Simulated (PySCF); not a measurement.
# Excitation energy of Bi²⁺ by level of theory

Bi²⁺ [Xe] 4f14 5d10 6s2 6p1 (2P) → Bi²⁺ [Xe] 4f14 5d10 6s1 6p2 (4P), as a difference of total energies. All numbers are calculated (PySCF 2.14, scalar relativity through the core potential, in aug-cc-pVQZ-PP with ECP60MDF (7s7p5d3f2g, 92 functions)). Correlated levels: valence: 5s2 5p6 5d10 frozen. The calculations carry no spin-orbit coupling.

```json
{"method": "UHF", "excitation energy (cm⁻¹)": "62786"}
{"method": "MP2 (valence)", "excitation energy (cm⁻¹)": "67986"}
{"method": "SCS-MP2 (valence)", "excitation energy (cm⁻¹)": "69954"}
{"method": "CCSD (valence)", "excitation energy (cm⁻¹)": "69165"}
{"method": "CCSD(T) (valence)", "excitation energy (cm⁻¹)": "69247"}
```

Spin-orbit coupling is strong in these open shells (close to jj coupling). The scalar numbers leave it out and a first-order estimate fails, so it can dominate the gap to the real levels.
